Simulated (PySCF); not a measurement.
Constitutional and geometric isomers with formula C2H4N2. Gas-phase values, no solvent. One relaxed conformer stands for each flexible species; it need not be the lowest. Strings in code marks are SMILES.

Method: PySCF 2.14.0 with r2SCAN-D4/def2-TZVP. Excitations are Tamm–Dancoff values on a coarser integration grid. The basis has no diffuse functions, so Rydberg states are missing or too high.

| species | HOMO–LUMO gap (eV) | S1 excitation (TDA) (eV) | LUMO (eV) |
|---|---|---|---|
| `CNC#N` | 6.37 | 6.36 | -0.06 |
| `N(=C/C=N\[H])/[H]` (N–C–C–N torsion 180°) | 3.60 | 3.84 | … |
| `CN=C=N` | 6.58 | … | -0.03 |
| `NC#CN` | 5.99 | 5.93 | – |

Q: Complete the blanks.

A: 
- `N(=C/C=N\[H])/[H]` (N–C–C–N torsion 180°), LUMO (eV): -3.03
- `CN=C=N`, S1 excitation (TDA) (eV): 6.73
